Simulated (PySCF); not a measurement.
# Computed structure and properties of [Pb(OH)3]−

System: [Pb(OH)3]− (singlet); start: displaced along the imaginary mode (C3). Method: PySCF 2.14.0, RKS PBE0, Pb def2-SVP with ECP60, O def2-SVP, H def2-SVP; non-relativistic Hamiltonian with scalar-relativistic core potentials where named; density fitting; no spin-orbit coupling.

Input of the relaxation:

```python
mol = gto.M(atom='''
Pb     0.00000    -0.00000    -0.23825
O      1.86343     0.01364     0.91617
H      1.61336    -0.25000     1.84803
O     -0.94353     1.60695     0.91617
H     -0.59018     1.52221     1.84803
O     -0.91990    -1.62060     0.91617
H     -1.02318    -1.27221     1.84803''',
    basis={'Pb': 'def2-SVP', 'O': 'def2-SVP', 'H': 'def2-SVP'},
    ecp={'Pb': 'def2-SVP'},
    charge=-1, spin=0)
mf = dft.RKS(mol, xc='PBE0')
mf.grids.atom_grid = (50, 194)
mf = mf.density_fit()  # fitting sets: Pb def2-universal-JKFIT, O def2-universal-JKFIT, H def2-universal-JKFIT
mf.conv_tol = 1e-08; mf.max_cycle = 55
mf.kernel(dm0)  # dm0: converged density of the start geometry
# quasi-Newton relaxation in Cartesian coordinates to a largest gradient under 0.00045 Eh/bohr, steps kept in the point group
```

Run from Python with OMP_NUM_THREADS=2; the lines above give its settings. Where DIIS fails, smearing, a level shift and second-order steps follow.
It took 45 s on 2 threads of Arm Neoverse N1 (shared host), from the converged density of the start.

Course of the relaxation:

| step | energy above end (eV) | largest force component within the symmetry (eV/Å) |
| --- | --- | --- |
| 0 | 0.2199 | 1.524 |
| 1 | 0.1138 | 0.185 |
| 2 | 0.0985 | 0.268 |
| 3 | 0.0883 | 0.557 |
| 4 | 0.0733 | 0.619 |
| 5 | 0.0395 | 0.462 |
| 6 | 0.0188 | 0.405 |
| 7 | 0.0156 | 0.405 |
| 8 | 0.0048 | 0.194 |
| 9 | 0.0021 | 0.039 |
| 10 | 0.0010 | 0.035 |
| 11 | 0.0000 | 0.022 |
| 12 | 0.0000 | 0.002 |

Relaxed geometry (C3):

```xyz
7

Pb    0.0000    0.0000   -0.2381
O     1.7433    0.2240    1.0692
H     1.5003   -0.4742    1.6949
O    -1.0656    1.3977    1.0692
H    -0.3395    1.5364    1.6949
O    -0.6777   -1.6217    1.0692
H    -1.1608   -1.0622    1.6949
```

```csv
contact,Å
Pb1–O2 (OH),2.191
Pb1–O4 (OH),2.191
Pb1–O6 (OH),2.191
```

On the finer grid (75, 302):

```yaml
HOMO: -1.40 eV
LUMO: 5.12 eV
Dipole_about_the_centre_of_mass: 3.13 D
Set_of_Mulliken_populations_of_Pb1_outside_the_core_potential: s 3.81, p 7.54, d 10.17
D3_BJ_dispersion_energy_not_in_the_energies: -0.111 eV
```

| atom | Mulliken (e) | Löwdin (e) | spin (e) |
| --- | --- | --- | --- |
| Pb1 | 0.48 | 0.30 | 0.00 |
| O2 | -0.61 | -0.44 | 0.00 |
| H3 | 0.12 | 0.01 | 0.00 |
| O4 | -0.61 | -0.44 | 0.00 |
| H5 | 0.12 | 0.01 | 0.00 |
| O6 | -0.61 | -0.44 | 0.00 |
| H7 | 0.12 | 0.01 | 0.00 |

On the grid (50, 194), as all that follows. Harmonic modes: a minimum; lowest 113 cm⁻¹ (negative: unstable), highest 3811 cm⁻¹, zero-point energy 1.052 eV.

Taking off one OH (charge -1, singlet; the rest: singlet) in vacuum, both parts rigid, costs 4.66 eV; the small basis without counterpoise inflates it.

Rigid scan of OH along the line from its metal, all other atoms held (where the atom bridges, its other bond changes as well):

| distance to O2 (Å) | energy (eV) |
| --- | --- |
| 1.89 | 0.907 |
| 1.99 | 0.340 |
| 2.09 | 0.073 |
| 2.19 | 0.000 |
| 2.29 | 0.053 |
| 2.39 | 0.183 |
| 2.59 | 0.557 |
| 2.89 | 1.175 |
| 3.29 | 1.884 |
| 3.79 | 2.535 |

One start shape was tried, so this needn't be the lowest isomer.
